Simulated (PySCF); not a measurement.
Ligand exchange on a metal centre used in film growth or etching (Ti Cl-Br). Gas-phase values, no solvent. All members: neutral, multiplicity 1. Level: TPSSh-D3(BJ)/def2-TZVP // BP86-D3(BJ)/def2-SVP (PySCF), beside PBE-D3(BJ)/def2-TZVP // BP86-D3(BJ)/def2-SVP (PySCF) at the same geometries. 

| species | HOMO–LUMO gap, PBE (eV) | HOMO–LUMO gap, TPSSh-D3(BJ) (eV) |
|---|---|---|
| [Ti(Br)4] | 3.00 | 3.89 |
| [Ti(Cl)(Br)3] | 3.01 | 3.89 |
| [Ti(Cl)2(Br)2] | 3.10 | 4.00 |
| [Ti(Cl)3(Br)] | 3.30 | 4.22 |
| [Ti(Cl)4] | 3.64 | withheld |

Q: Fit y = a + b·x, y being the HOMO–LUMO gap at the first level, to the 4 complete rows by least squares, with x = the PBE value in eV. Give a, b and the rms residual, and predict the withheld value.

A: Means of the 4 rows: x̄ = 3.1025, ȳ = 4 eV. Σ(x − x̄)² = 0.058075 and Σ(x − x̄)(y − ȳ) = 0.0649, so b = 1.118 and a = ȳ − b·x̄ = 0.531 eV. The rms residual is 0.004 eV. At x = 3.64 the line gives 4.60 eV, outside the range of the fitted rows. The run for [Ti(Cl)4] gave 4.60 eV, so the line is off by 0.00 eV, within twice the rms residual.

Codes: PySCF.
